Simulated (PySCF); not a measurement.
# SiBr⁺: one state, many levels of theory

State: ¹Σ⁺ (singlet), closed shell. Set-up: PySCF, no relativity, basis sets Si def2-SVP, Br def2-SVP. De refers to Si⁺ + Br in their high-spin ground configurations, without counterpoise correction. A positive dipole points towards Br; it is taken about the centre of mass and depends on that origin.

```csv
Level,Re (Å),ωe (cm⁻¹),De (eV),μ (D)
RHF,2.111,551,3.06,-5.35
RHF-MP2,2.116,549,4.39,n/a
RHF-SCS-MP2,2.118,546,4.23,n/a
RHF-CCSD,2.118,544,4.13,n/a
RHF-CCSD(T),2.125,534,4.29,n/a
LDA,2.121,524,5.60,-4.61
PBE,2.141,509,4.94,-4.69
PW91,2.140,510,4.98,-4.69
r²SCAN,2.126,525,4.79,-4.75
PBE0,2.119,535,4.66,-4.84
M06,2.119,532,4.58,-5.00
HSE06,2.122,532,4.66,-4.85
```

**Question.** Which functional lies closest to RHF-CCSD(T) in De, which farthest, and by how much do they differ from it?

**Answer.** Closest is M06 (-0.6 pm in Re, -0.4 % in ωe, +0.29 eV in De against RHF-CCSD(T) in the same basis), farthest LDA (-0.4 pm in Re, -1.9 % in ωe, +1.31 eV in De). CCSD(T) converges more slowly with the basis than the functionals do and binds too weakly in this one, so the order can change at the basis-set limit.

**Question.** What does a quarter of exact exchange do here, going from PBE to PBE0?

**Answer.** PBE0 less PBE: -2.2 pm in Re, +5.1 % in ωe, -0.28 eV in De. Exact exchange removes part of the self-interaction that spreads semilocal densities, and in most molecules shortens and stiffens the bond and lowers De; so it does here.

**Question.** What does the triples do here, going from RHF-CCSD to RHF-CCSD(T)?

**Answer.** RHF-CCSD(T) less RHF-CCSD: +0.7 pm in Re, -1.8 % in ωe, +0.16 eV in De. Correlation nearly always deepens the well. The bond lengthens, as in strong covalent bonds, where excitations into antibonding orbitals dominate.

Correlated steps freeze 14 core orbitals. Correlated levels converge slowly with the basis: in double zeta they bind strong bonds too weakly, by up to about 1 eV, and carry superposition errors of some tenths. For an ion De counts to the pair picked by the measured ionisation energies or electron affinities, which need not be the lowest pair at this level. Where the molecule has an RHF reference, its open-shell atoms are computed with UHF.
